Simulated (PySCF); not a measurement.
**Spin states of SeN**

Unrestricted PBE0; Se x2c-TZVPPall, N x2c-TZVPPall; spin-free X2C with a Gaussian nucleus (PySCF 2.14). Outer shells of the fragments: Se 3d10 4s2 4p4; N 2s2 2p3.

Followed along the bond (rough minima from three points):

```tsv
2Ms+1	unpaired	⟨S²⟩ at the start	R at minimum (Å)	Te (eV)
2	π ↑	0.93	1.65	0.00
4	π ↑↑↑	3.76	none in the scan	≤ 1.88
6	σ ↑, π ↑↑↑↑	8.76	none in the scan	≤ 6.17
```

Solutions found at the starting distance of 1.770 Å, counted from the lowest of them; the search is not exhaustive and high or unbound solutions are not listed, so other states can lie among these:

```tsv
2Ms+1	unpaired	term	E (eV)	⟨S²⟩	⟨Lz²⟩	μ (D)
2	π ↑	²Π	0.00	0.93	1.01	-1.89
4	π ↑↑↑	⁴Π	1.66	3.76	1.01	-1.70
2	π ↑↑↓	mixed	2.19	1.76	3.02	-1.77
4	σ ↑, π ↑↑	⁴Σ⁻	2.54	3.77	0.00	-0.89
2	σ ↑, π ↑↓	mixed	3.28	1.77	2.02	-1.23
2	σ ↓, π ↑↑	mixed	3.36	1.77	0.00	-1.28
2	π ↑	mixed	4.00	0.75	3.01	-1.99
4	σ ↑, π ↑↑	mixed	5.76	3.76	2.02	-1.30
4	σ ↑, π ↑↑	mixed	5.99	3.80	2.02	-0.37
2	σ ↓, π ↑↑	mixed	6.59	1.86	2.02	-0.24
```

A term symbol is given only where ⟨S²⟩ and ⟨Lz²⟩ are close to those of a pure state; real π, δ and φ orbitals otherwise mix terms. A positive dipole means Se(−)N(+).

Spin–orbit coupling is left out. Counting both spins, an empty level lies below a filled one in some of these solutions, because spin and occupation are held.
